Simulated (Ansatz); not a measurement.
Relaxation of C3H9NOSe (15 atoms, charge 0, multiplicity 1), to a largest force component of 0.015 eV/Å in at most 40 steps.

Level of theory: Ansatz 0.2.0, RKS PBE-D4/def2-SVP.

```xyz
15
Properties=species:S:1:pos:R:3
C -1.791 0.400 0.138
O -0.719 0.120 0.912
C 0.113 -0.754 0.198
N 0.000 -2.112 0.670
Se 1.992 -0.256 0.592
C 1.840 1.448 -0.366
H -2.366 -0.466 -0.184
H -1.501 1.060 -0.769
H -2.527 1.083 0.774
H 0.031 -0.712 -0.876
H 0.558 -2.752 0.160
H -1.026 -2.396 0.427
H 2.765 1.988 -0.344
H 1.036 2.083 0.118
H 1.573 1.217 -1.420
```

**Question.** Where does it end, and by what steps?

**Answer.** The forces met the threshold. The force dipped under the threshold on the way, but the program's further checks kept it going. After 19 steps the energy has fallen by 0.557 eV; H8 moved furthest, 0.70 Å.

| step | energy less start (eV) | largest force component (eV/Å) | accepted |
| --- | --- | --- | --- |
| 0 | 0.0000 | 3.809 | yes |
| 1 | -0.4776 | 1.332 | yes |
| 2 | -0.5342 | 0.343 | yes |
| 3 | -0.5139 | 0.731 | no |
| 4 | -0.5508 | 0.097 | yes |
| 5 | -0.5517 | 0.057 | yes |
| 6 | -0.5527 | 0.037 | yes |
| 7 | -0.5535 | 0.056 | yes |
| 8 | -0.5540 | 0.102 | yes |
| 9 | -0.5548 | 0.067 | yes |
| 10 | -0.5556 | 0.027 | yes |
| 11 | -0.5553 | 0.065 | no |
| 12 | -0.5561 | 0.014 | yes |
| 13 | -0.5563 | 0.044 | yes |
| 14 | -0.5564 | 0.031 | yes |
| 15 | -0.5569 | 0.041 | yes |
| 16 | -0.5570 | 0.063 | yes |
| 17 | -0.5571 | 0.043 | yes |
| 18 | -0.5572 | 0.014 | yes |
| 19 | -0.5573 | 0.009 | yes |

```xyz
15
Properties=species:S:1:pos:R:3
C -2.003 0.321 0.212
O -0.722 0.217 0.801
C 0.137 -0.682 0.146
N -0.083 -2.044 0.575
Se 2.010 -0.233 0.626
C 2.030 1.458 -0.364
H -2.625 -0.596 0.356
H -1.942 0.529 -0.884
H -2.525 1.164 0.705
H 0.050 -0.504 -0.963
H 0.562 -2.673 0.082
H -1.037 -2.344 0.330
H 2.961 1.990 -0.092
H 1.157 2.058 -0.045
H 2.009 1.289 -1.458
```

Whether the end is a true minimum wasn't checked by a vibrational analysis.

Time of the run: 72 s on 2 threads of Arm Neoverse V2 (shared host), peak memory 0.21 GiB.
